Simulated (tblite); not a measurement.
Compound: C₇H₁₁OP.
Numbering: `[CH2:1]=[CH:2]/[C:3]([O:4][CH3:5])=[P:6]\[CH:7]1[CH2:8][CH2:9]1` (hydrogens: H10, H11 on C1; H12 on C2; H13, H14, H15 on C5; H16 on C7; H17, H18 on C8; H19, H20 on C9)

Computed with GFN2-xTB (tblite), gas phase: L-BFGS steps from a force-field or distance-geometry start until the largest atomic force falls under 0.01 eV/Å.

Step 3: E = -737.1337 eV
```
atom  x, y, z in Å  |  force x, y, z in eV/Å
C1     -1.8522   -2.2465    0.2969    0.147   0.058  -0.005
C2     -0.8377   -1.3967    0.1449   -0.027   0.104   0.025
C3     -0.9982    0.0493    0.0869   -0.030   0.160   0.017
O4     -2.2501    0.4378    0.4663   -0.041  -0.311   0.030
C5     -2.6463    1.7813    0.4934    0.031   0.048   0.047
P6      0.1974    1.1789   -0.4030   -0.076  -0.197   0.067
C7      1.6460    0.0874   -0.8116   -0.192   0.036  -0.012
C8      3.0166    0.7033   -0.7724   -0.046   0.043  -0.041
C9      2.6259   -0.2861    0.2689   -0.070  -0.087  -0.021
H10    -1.6853   -3.3044    0.3509    0.031  -0.152  -0.001
H11    -2.8657   -1.9136    0.3680   -0.205   0.113   0.018
H12     0.1647   -1.7926    0.0760    0.056   0.188  -0.053
H13    -3.6838    1.7944    0.8396    0.087  -0.149  -0.043
H14    -2.6072    2.2371   -0.4970    0.170   0.047  -0.127
H15    -2.0523    2.3749    1.1947    0.205  -0.024  -0.070
H16     1.4697   -0.6344   -1.6103   -0.018   0.111   0.169
H17     3.1136    1.7367   -0.4779   -0.037   0.053   0.008
H18     3.7269    0.3991   -1.5239    0.044   0.004  -0.072
H19     3.0657   -1.2706    0.2379    0.022  -0.066   0.001
H20     2.4471    0.0753    1.2690   -0.049   0.022   0.063
```

Step 4: E = -737.1445 eV
```
atom  x, y, z in Å  |  force x, y, z in eV/Å
C1     -1.8502   -2.2445    0.2968   -0.071  -0.059   0.027
C2     -0.8406   -1.3946    0.1472    0.156   0.171  -0.021
C3     -1.0050    0.0489    0.0896   -0.004   0.077   0.022
O4     -2.2548    0.4312    0.4694   -0.046  -0.163   0.000
C5     -2.6403    1.7782    0.4917    0.009   0.009   0.008
P6      0.1862    1.1788   -0.3985    0.091  -0.154   0.018
C7      1.6414    0.0898   -0.8084   -0.091   0.038   0.029
C8      3.0163    0.7022   -0.7724   -0.118   0.031  -0.053
C9      2.6283   -0.2874    0.2682   -0.171  -0.047  -0.028
H10    -1.6848   -3.3024    0.3504    0.036  -0.161  -0.003
H11    -2.8656   -1.9111    0.3680   -0.151   0.086   0.018
H12     0.1647   -1.7800    0.0730    0.068   0.137  -0.038
H13    -3.6744    1.7837    0.8358   -0.033  -0.058   0.001
H14    -2.5990    2.2396   -0.4968    0.159  -0.016  -0.136
H15    -2.0441    2.3728    1.1877    0.219  -0.029  -0.003
H16     1.4694   -0.6322   -1.6050   -0.057   0.080   0.115
H17     3.1105    1.7344   -0.4796   -0.015   0.110   0.040
H18     3.7274    0.4012   -1.5246    0.018  -0.010  -0.081
H19     3.0660   -1.2726    0.2381    0.016  -0.067  -0.008
H20     2.4434    0.0746    1.2664   -0.016   0.023   0.093
```

Step 5: E = -737.1522 eV
```
atom  x, y, z in Å  |  force x, y, z in eV/Å
C1     -1.8509   -2.2446    0.2974    0.063   0.088   0.006
C2     -0.8396   -1.3897    0.1488   -0.069  -0.057  -0.004
C3     -1.0108    0.0493    0.0923    0.002  -0.020   0.033
O4     -2.2598    0.4241    0.4720   -0.023   0.009  -0.036
C5     -2.6349    1.7753    0.4900   -0.005  -0.009  -0.020
P6      0.1786    1.1766   -0.3945    0.179  -0.024  -0.014
C7      1.6364    0.0923   -0.8051    0.007   0.020   0.055
C8      3.0140    0.7021   -0.7735   -0.129   0.018  -0.037
C9      2.6272   -0.2894    0.2674   -0.182   0.005  -0.010
H10    -1.6838   -3.3029    0.3500    0.026  -0.128  -0.006
H11    -2.8674   -1.9077    0.3683   -0.077   0.045   0.018
H12     0.1660   -1.7670    0.0698    0.118   0.073  -0.029
H13    -3.6674    1.7740    0.8328   -0.086   0.035   0.023
H14    -2.5893    2.2411   -0.4988    0.137  -0.089  -0.093
H15    -2.0334    2.3704    1.1818    0.186  -0.065   0.018
H16     1.4680   -0.6291   -1.5989   -0.094   0.024   0.034
H17     3.1076    1.7343   -0.4803   -0.005   0.106   0.049
H18     3.7279    0.4029   -1.5264   -0.047  -0.004  -0.048
H19     3.0664   -1.2752    0.2382   -0.013  -0.031  -0.015
H20     2.4402    0.0742    1.2657    0.013   0.005   0.076
```

Step 6: E = -737.1568 eV
```
atom  x, y, z in Å  |  force x, y, z in eV/Å
C1     -1.8495   -2.2431    0.2978   -0.121  -0.072   0.030
C2     -0.8408   -1.3885    0.1496    0.082  -0.022  -0.027
C3     -1.0135    0.0496    0.0942    0.019  -0.059   0.023
O4     -2.2629    0.4202    0.4727    0.006   0.104  -0.054
C5     -2.6322    1.7737    0.4889   -0.005  -0.006  -0.025
P6      0.1776    1.1748   -0.3925    0.122   0.050   0.003
C7      1.6335    0.0939   -0.8025    0.011  -0.016   0.022
C8      3.0106    0.7026   -0.7747   -0.060   0.041  -0.014
C9      2.6234   -0.2907    0.2669   -0.099   0.011   0.047
H10    -1.6828   -3.3054    0.3496    0.004   0.001  -0.012
H11    -2.8701   -1.9049    0.3688    0.059  -0.007   0.012
H12     0.1689   -1.7587    0.0676    0.060   0.053  -0.016
H13    -3.6652    1.7694    0.8316   -0.062   0.091   0.016
H14    -2.5815    2.2402   -0.5016    0.111  -0.127  -0.038
H15    -2.0242    2.3678    1.1789    0.129  -0.100   0.000
H16     1.4655   -0.6269   -1.5948   -0.109  -0.012  -0.015
H17     3.1059    1.7361   -0.4798   -0.010   0.046   0.035
H18     3.7273    0.4037   -1.5284   -0.109   0.012  -0.001
H19     3.0662   -1.2770    0.2380   -0.051   0.026  -0.018
H20     2.4387    0.0742    1.2668    0.024  -0.015   0.033
```

**Question.** Estimate the geometry and energy of step 7. (The exact step hangs on the optimiser's Hessian estimate; all steps are aligned on step 6, rigid shifts and turns removed.)

**Answer.** E = -737.1606 eV, largest force 0.153 eV/Å
```
atom  x, y, z in Å  |  force x, y, z in eV/Å
C1     -1.8505   -2.2438    0.2987   -0.013  -0.030   0.011
C2     -0.8398   -1.3879    0.1495   -0.017  -0.088  -0.011
C3     -1.0146    0.0494    0.0958    0.043  -0.049   0.003
O4     -2.2647    0.4188    0.4720    0.031   0.102  -0.057
C5     -2.6306    1.7730    0.4880    0.010   0.006  -0.020
P6      0.1794    1.1738   -0.3910    0.017   0.086   0.035
C7      1.6312    0.0945   -0.8008    0.017  -0.026   0.005
C8      3.0071    0.7042   -0.7759   -0.034   0.013   0.049
C9      2.6189   -0.2918    0.2676   -0.001   0.044   0.026
H10    -1.6821   -3.3074    0.3492   -0.015   0.056  -0.013
H11    -2.8713   -1.9030    0.3694    0.097  -0.030   0.013
H12     0.1721   -1.7521    0.0657    0.034   0.021  -0.009
H13    -3.6651    1.7682    0.8311   -0.006   0.125  -0.002
H14    -2.5740    2.2371   -0.5047    0.082  -0.129   0.002
H15    -2.0154    2.3640    1.1770    0.069  -0.115  -0.023
H16     1.4617   -0.6254   -1.5921   -0.108  -0.039  -0.049
H17     3.1046    1.7384   -0.4788   -0.020  -0.003   0.019
H18     3.7247    0.4043   -1.5298   -0.134   0.022   0.024
H19     3.0651   -1.2777    0.2375   -0.073   0.057  -0.016
H20     2.4383    0.0740    1.2685    0.020  -0.023   0.013
```

The energy changes by -0.0038 eV. The first-order estimate −F·Δx gives -0.0053 eV and the mean of the old and new forces, exact on a quadratic surface, -0.0038 eV. The step makes an angle of 51° with the force vector and moves no atom by more than 0.010 Å.

What follows is the cost of the whole relaxation. Hardware: Arm Neoverse V1, one thread, shared host. Cost: 0.72 s.
